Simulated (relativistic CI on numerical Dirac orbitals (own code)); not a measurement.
**Pt4+ (5d6) in a crystal field**

Calculated by Dirac-Coulomb-Breit CI, orbitals from a KLI potential per configuration, a model potential for QED, valence Slater integrals scaled by 0.8, one configuration in a parametric crystal field (own radial code).

Field parameters in Wybourne normalisation: D3d B²₀ = −7Dσ, B⁴₀ = −14Dq − 21Dτ, B⁴₃ = −14√(10/7) Dq; Td as Oh with Dq negative (B⁴₀ = 21Dq, B⁴₄ = √(5/14) B⁴₀). The field is a parameter set, without covalency.

S and J are read from ⟨S²⟩ = S(S + 1) and ⟨J²⟩ = J(J + 1) of each level; they are not fictitious spins.

D3d, 10Dq = 31900, Dσ = 210, Dτ = 460 cm⁻¹, the lowest 16 levels:

| E (cm⁻¹) | Degeneracy | Irrep | S | J |
| --- | --- | --- | --- | --- |
| 0.0 | 1 | A1 | 0.25 | 4.37 |
| 22023 | 2 | E | 1.09 | 4.11 |
| 22939 | 2 | E | 1.07 | 4.01 |
| 23410 | 1 | A1 | 1.05 | 3.74 |
| 24243 | 2 | E | 1.04 | 4.00 |
| 24351 | 1 | A2 | 0.95 | 4.34 |
| 30393 | 1 | A2 | 1.06 | 3.63 |
| 30401 | 1 | A1 | 1.14 | 3.91 |
| 31211 | 2 | E | 1.04 | 3.78 |
| 33429 | 2 | E | 0.95 | 4.04 |
| 34934 | 1 | A1 | 1.27 | 3.84 |
| 35023 | 2 | E | 1.25 | 3.81 |
| 35496 | 1 | A2 | 0.63 | 4.75 |
| 36776 | 2 | E | 0.75 | 4.66 |
| 36990 | 1 | A2 | 1.00 | 4.14 |
| 39680 | 1 | A1 | 1.72 | 3.71 |

Td, 10Dq = -18500 cm⁻¹, the lowest 16 levels:

```tsv
E (cm⁻¹)	Degeneracy	Irrep	S	J
0.0	2	E	1.42	3.54
847	3	T2	1.27	3.66
1249	1	A1	1.58	3.89
2082	3	T1	1.63	3.87
8212	1	A2	1.95	3.01
10019	3	T2	1.56	3.56
10819	2	E	1.32	3.82
11298	3	T2	1.11	3.81
13398	2	E	1.19	4.08
13556	1	A1	1.38	4.63
13632	3	T1	1.41	4.57
19686	3	T2	1.51	3.72
20643	1	A1	1.11	3.30
21270	3	T1	1.60	3.19
22240	2	E	1.17	3.89
22961	3	T1	1.03	4.72
```

D3d, 10Dq = 18000, Dσ = 940, Dτ = 380 cm⁻¹, the lowest 16 levels:

```
E (cm⁻¹)  Degeneracy  Irrep     S     J
     0.0           1     A1  0.64  4.12
    8109           2      E  1.42  3.83
    8708           2      E  1.43  3.83
    9538           1     A1  1.47  3.53
   10612           1     A2  1.25  4.13
   10820           2      E  1.31  3.60
   14149           2      E  1.71  3.79
   14246           1     A1  1.62  3.74
   16987           2      E  1.71  3.18
   17100           1     A2  1.36  3.35
   17171           1     A1  1.57  3.89
   18991           2      E  1.37  3.94
   20505           2      E  1.24  4.15
   20671           1     A2  1.49  4.04
   22886           2      E  1.49  4.04
   23585           2      E  1.34  3.79
```

Levels of this model without a field, named by their leading LS term (the scale mimics covalency, so terms lie below those of the real free ion): 5D_4 0, 5D_2 5918, 5D_3 7309, 5D_1 10377, 5D_0 10389, 3H_4 15459, 3H_5 19791, 3H_6 19818 cm⁻¹.
